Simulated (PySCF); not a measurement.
## SeCl⁺: one state, many levels of theory

State: ³Σ⁻ (triplet), unpaired electrons π ↑↑. Set-up: basis Se 6-31G(d,p), Cl 6-31G(d,p); no relativity; PySCF 2.14. De refers to Se⁺ + Cl in their high-spin ground configurations, without counterpoise correction. The functionals are run spin-unrestricted. A positive dipole points towards Cl; it is taken about the centre of mass and depends on that origin. Levels whose curve was spin-contaminated or gave no clean fit are not listed.

```json
{"Level": "UHF", "Re (Å)": "2.046", "ωe (cm⁻¹)": "524", "De (eV)": "0.83", "μ (D)": "-1.47"}
{"Level": "UHF-CCSD", "Re (Å)": "2.063", "ωe (cm⁻¹)": "501", "De (eV)": "1.99", "μ (D)": "n/a"}
{"Level": "UHF-CCSD(T)", "Re (Å)": "2.069", "ωe (cm⁻¹)": "497", "De (eV)": "2.15", "μ (D)": "n/a"}
{"Level": "PBE", "Re (Å)": "2.071", "ωe (cm⁻¹)": "500", "De (eV)": "3.45", "μ (D)": "-0.27"}
{"Level": "PBEsol", "Re (Å)": "2.057", "ωe (cm⁻¹)": "514", "De (eV)": "3.75", "μ (D)": "-0.19"}
{"Level": "BP86", "Re (Å)": "2.075", "ωe (cm⁻¹)": "495", "De (eV)": "3.47", "μ (D)": "-0.25"}
{"Level": "r²SCAN", "Re (Å)": "2.053", "ωe (cm⁻¹)": "518", "De (eV)": "3.13", "μ (D)": "-0.41"}
{"Level": "B3LYP", "Re (Å)": "2.066", "ωe (cm⁻¹)": "508", "De (eV)": "3.04", "μ (D)": "-0.47"}
{"Level": "PBE0", "Re (Å)": "2.043", "ωe (cm⁻¹)": "532", "De (eV)": "2.99", "μ (D)": "-0.55"}
```

The bond length runs from 2.043 Å (PBE0) to 2.075 Å (BP86). De spans 0.83 eV (UHF, mean field) to 3.75 eV (PBEsol, GGA). Correlation at CCSD(T) changes the Hartree–Fock bond energy by +1.32 eV; the triples alone change it by +0.16 eV.

Correlated steps freeze 14 core orbitals. Correlated levels converge slowly with the basis: in double zeta they bind strong bonds too weakly, by up to about 1 eV, and carry superposition errors of some tenths. Spin–orbit coupling is left out. For an ion De counts to the pair picked by the measured ionisation energies or electron affinities, which need not be the lowest pair at this level. The state was picked by a PBE0 search and need not be the measured ground state.

The whole job (state search and all levels along the bond) took about 2.9 min on 1 thread of Arm Neoverse V1 (shared host), peak memory 0.58 GiB.
